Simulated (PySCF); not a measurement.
B3LYP has the VWN-RPA correlation part, as in Gaussian. Excitations are Tamm–Dancoff values on a coarser integration grid. The basis has no diffuse functions, so Rydberg states are missing or too high.

Cartesian coordinates (Å):
```xyz
9

C      2.0329    -0.1020     0.2404
C      0.8645    -0.3181     0.0637
C     -0.5674    -0.5300    -0.1454
N     -1.3928     0.6667    -0.0810
H      3.0690     0.0846     0.3964
H     -0.7187    -1.0048    -1.1195
H     -0.9338    -1.2457     0.5967
H     -1.2767     1.1128     0.8212
H     -1.0771     1.3364    -0.7725
```
Charge 0, multiplicity 1.

**Question.** What is the computed T1 excitation (TDA), brightest of the four lowest singlets (TDA), HOMO–LUMO gap, HOMO, S1 excitation (TDA), total energy, dipole moment and LUMO (B3LYP-D3(BJ)/def2-TZVP // PBE0-D4/def2-TZVP (PySCF))?

**Answer.** 
```
Item                                                Value
-------------------------------------------  ------------
T1 excitation (TDA)                               5.37 eV
brightest of the four lowest singlets (TDA)       6.33 eV
HOMO–LUMO gap                                     7.38 eV
HOMO                                             -7.02 eV
S1 excitation (TDA)                               6.33 eV
total energy                                 -172.0809 Ha
dipole moment                                      0.76 D
LUMO                                              0.36 eV
```
